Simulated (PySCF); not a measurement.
Energy of W (tungsten, neutral) between two integer charges

The 6s beta orbital of [Xe] 4f14 5d4 6s2 is emptied in steps (occupation f), with all orbitals relaxed, ending at [Xe] 4f14 5d4 6s1. Calculation: PySCF 2.14, in aug-cc-pVDZ-PP with ECP60MDF (5s5p4d2f, 54 functions); a scalar-relativistic core potential. The exact energy is a straight line in f; departures are measured from the line between the end points of the same method.

Among UHF, LDA, PBE, which shows the largest delocalisation error (convex curve), and which is closest to linear?

Most convex: LDA (-0.704 eV at f = 0.4); closest to linear: UHF (0.039 eV).

```json
{"f": "1", "UHF (eV)": "0.000", "LDA (eV)": "0.000", "PBE (eV)": "0.000"}
{"f": "0.8", "UHF (eV)": "0.028", "LDA (eV)": "-0.466", "PBE (eV)": "-0.448"}
{"f": "0.6", "UHF (eV)": "0.040", "LDA (eV)": "-0.702", "PBE (eV)": "-0.675"}
{"f": "0.4", "UHF (eV)": "0.039", "LDA (eV)": "-0.704", "PBE (eV)": "-0.677"}
{"f": "0.2", "UHF (eV)": "0.025", "LDA (eV)": "-0.470", "PBE (eV)": "-0.448"}
{"f": "0", "UHF (eV)": "0.000", "LDA (eV)": "0.000", "PBE (eV)": "0.000"}
```

| method | E(f=0) − E(f=1) (eV) | −ε at f=1 (eV) | −ε at f=0.4 (eV) |
| --- | --- | --- | --- |
| UHF | 5.909 | 6.094 | 5.869 |
| LDA | 7.946 | 5.044 | 8.525 |
| PBE | 7.525 | 4.739 | 8.085 |

Reference removal energy between the ground levels: 7.864 eV (measured; NIST Atomic Spectra Database, ionization energies). The calculation has no spin-orbit coupling. UHF lacks correlation.
